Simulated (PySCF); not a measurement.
ZnCl2, SMILES [Cl][Zn][Cl].

Geometry optimised at PBE-D3(BJ)/def2-TZVP. The isomer is the one that the SMILES or the coordinates give; other isomers of the formula were not compared.

Two levels are set side by side: PBE/def2-TZVPD (PySCF) and PBE0/def2-TZVPD (PySCF). Same geometry, gas phase. Differences are taken from unrounded values.

| quantity | PBE0 |
|---|---|
| orbital gap (eV) | 7.43 |
| highest occupied level (eV) | -9.19 |
| lowest empty level (eV) | -1.76 |
| mean polarisability (bohr³) | 50.7 |

Task: What does PBE give, and how far is it from PBE0? (Estimate from the structure and the level; the computed values follow.)

Result: 
| quantity | PBE | PBE minus PBE0 |
|---|---|---|
| orbital gap (eV) | 5.12 | -2.31 |
| highest occupied level (eV) | -7.82 | 1.38 |
| lowest empty level (eV) | -2.69 | -0.93 |
| mean polarisability (bohr³) | 53.9 | 3.2 |

Without exact exchange PBE keeps part of each electron's self-repulsion, which lifts occupied levels and narrows the gap. PBE's more diffuse valence density responds more strongly to a field. Differences between two approximate levels are no errors against the true value.

Rough cost on one machine, each run with all the roots and properties that it gave: PBE0 against PBE within a factor of 2.
